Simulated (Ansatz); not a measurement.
Geometry optimisation of the cluster Mg2Cl2⁺.

```yaml
crystal:
  periodic: [false, false, false]
  atoms:
    - {symbol: Mg, position_ang: [-0.606180, 0.516330, -0.875600]}
    - {symbol: Mg, position_ang: [1.756490, -1.588460, 2.425330]}
    - {symbol: Cl, position_ang: [-1.715360, 1.613100, -2.281730]}
    - {symbol: Cl, position_ang: [0.565050, -0.540980, 0.732000]}
basis:
  gaussian: {orbitals: def2-TZVP}
total_charge: 1
magnetization: {spin_polarized: true, initial_magnetization: 1}
hamiltonian: {xc: pbe0, dispersion: d4}
scf: {lower_state_search: "off"}
output: {orbitals: {seedname: orbitals}}
relax: {f_tol: 0.02, max_steps: 100}
```

```sh
$ ansatz run in.yaml --threads 4 --pin off --events-out ev --progress --plain --max-ram 3916MiB
```

Shortened log:

```
Functional definition: PBE0
mean field -35918.23352233 eV, -1319.9707356927 hartree, gradient 5.1e-6 eV, S^2 0.750264; 0 other end points of the search recorded, 0 dependent functions left out
relax step   1: F+E_penalty+E_count = -35918.31967650 eV  Δ(F+E_penalty+E_count) = +0.000e0 eV  max|allowed force component| = 4.800e-1 eV/Å  Δτ_max = 0.0000 Å  (17 SCF iters, accepted)
mean field -35918.27334466 eV, -1319.9721991362 hartree, gradient 1.6e-6 eV, S^2 0.750268; 0 other end points of the search recorded, 0 dependent functions left out
relax step   2: F+E_penalty+E_count = -35918.35816646 eV  Δ(F+E_penalty+E_count) = -3.849e-2 eV  max|allowed force component| = 2.435e-1 eV/Å  Δτ_max = 0.0570 Å  (19 SCF iters, accepted)
mean field -35918.28646887 eV, -1319.9726814418 hartree, gradient 1.8e-6 eV, S^2 0.750267; 0 other end points of the search recorded, 0 dependent functions left out
relax step   3: F+E_penalty+E_count = -35918.37033239 eV  Δ(F+E_penalty+E_count) = -1.217e-2 eV  max|allowed force component| = 6.313e-2 eV/Å  Δτ_max = 0.0535 Å  (19 SCF iters, accepted)
mean field -35918.28702898 eV, -1319.9727020255 hartree, gradient 2.8e-6 eV, S^2 0.750266; 0 other end points of the search recorded, 0 dependent functions left out
relax step   4: F+E_penalty+E_count = -35918.37093899 eV  Δ(F+E_penalty+E_count) = -6.066e-4 eV  max|allowed force component| = 3.900e-2 eV/Å  Δτ_max = 0.0178 Å  (18 SCF iters, accepted)
mean field -35918.28895702 eV, -1319.9727728798 hartree, gradient 1.3e-6 eV, S^2 0.750264; 0 other end points of the search recorded, 0 dependent functions left out
relax step   5: F+E_penalty+E_count = -35918.37299948 eV  Δ(F+E_penalty+E_count) = -2.060e-3 eV  max|allowed force component| = 2.449e-2 eV/Å  Δτ_max = 0.1156 Å  (18 SCF iters, accepted)
mean field -35918.29009304 eV, -1319.9728146276 hartree, gradient 1.3e-6 eV, S^2 0.750264; 0 other end points of the search recorded, 0 dependent functions left out
relax step   6: F+E_penalty+E_count = -35918.37429171 eV  Δ(F+E_penalty+E_count) = -1.292e-3 eV  max|allowed force component| = 2.982e-2 eV/Å  Δτ_max = 0.0769 Å  (19 SCF iters, accepted)
mean field -35918.28976085 eV, -1319.9728024200 hartree, gradient 1.4e-6 eV, S^2 0.750266; 0 other end points of the search recorded, 0 dependent functions left out
relax step   7: F+E_penalty+E_count = -35918.37435290 eV  Δ(F+E_penalty+E_count) = -6.119e-5 eV  max|allowed force component| = 1.225e-1 eV/Å  Δτ_max = 0.1975 Å  (18 SCF iters, accepted)
mean field -35918.29371208 eV, -1319.9729476252 hartree, gradient 9.8e-7 eV, S^2 0.750267; 0 other end points of the search recorded, 0 dependent functions left out
relax step   8: F+E_penalty+E_count = -35918.37829362 eV  Δ(F+E_penalty+E_count) = -3.941e-3 eV  max|allowed force component| = 5.462e-2 eV/Å  Δτ_max = 0.0487 Å  (19 SCF iters, accepted)
mean field -35918.29647974 eV, -1319.9730493348 hartree, gradient 2.7e-6 eV, S^2 0.750268; 0 other end points of the search recorded, 0 dependent functions left out
relax step   9: F+E_penalty+E_count = -35918.38178283 eV  Δ(F+E_penalty+E_count) = -3.489e-3 eV  max|allowed force component| = 1.036e-2 eV/Å  Δτ_max = 0.0876 Å  (18 SCF iters, accepted)
mean field -35918.29626300 eV, -1319.9730413696 hartree, gradient 1.4e-6 eV, S^2 0.750270; 0 other end points of the search recorded, 0 dependent functions left out
relax step  10: F+E_penalty+E_count = -35918.38252873 eV  Δ(F+E_penalty+E_count) = -7.459e-4 eV  max|allowed force component| = 1.231e-1 eV/Å  Δτ_max = 0.1678 Å  (18 SCF iters, accepted)
mean field -35918.29782214 eV, -1319.9730986671 hartree, gradient 9.4e-7 eV, S^2 0.750269; 0 other end points of the search recorded, 0 dependent functions left out
relax step  11: F+E_penalty+E_count = -35918.38399123 eV  Δ(F+E_penalty+E_count) = -1.462e-3 eV  max|allowed force component| = 1.862e-2 eV/Å  Δτ_max = 0.0444 Å  (20 SCF iters, accepted)
mean field -35918.29771430 eV, -1319.9730947039 hartree, gradient 1.1e-6 eV, S^2 0.750270; 0 other end points of the search recorded, 0 dependent functions left out
relax step  12: F+E_penalty+E_count = -35918.38414915 eV  Δ(F+E_penalty+E_count) = -1.579e-4 eV  max|allowed force component| = 1.068e-2 eV/Å  Δτ_max = 0.0264 Å  (19 SCF iters, accepted)
Total energy: -35918.38419054 eV, -1319.9762726471 hartree
Atom 0 at    -0.564437     0.387097    -0.961729 Å, force    -0.008848     0.009204    -0.010684 eV/Å
Atom 1 at     1.622939    -1.213652     2.617417 Å, force     0.001299     0.000071     0.003619 eV/Å
Atom 2 at    -1.734487     1.819701    -2.023408 Å, force     0.003098    -0.003138     0.003901 eV/Å
Atom 3 at     0.675985    -0.993156     0.367721 Å, force     0.004452    -0.006138     0.003165 eV/Å
Dipole moment:     1.120945    -0.993840     1.577982 e Å
Checks for a lower state left out: stability, starts, cluster_reference, orbital_swaps, neighbouring_geometries, increment
```

It took 25 s on 4 threads of Arm Neoverse V1 on a shared host.

Another isomer (doublet) lies 0.17 eV lower at PBE0-D4/def2-TZVP; other spin states weren't run for this one.
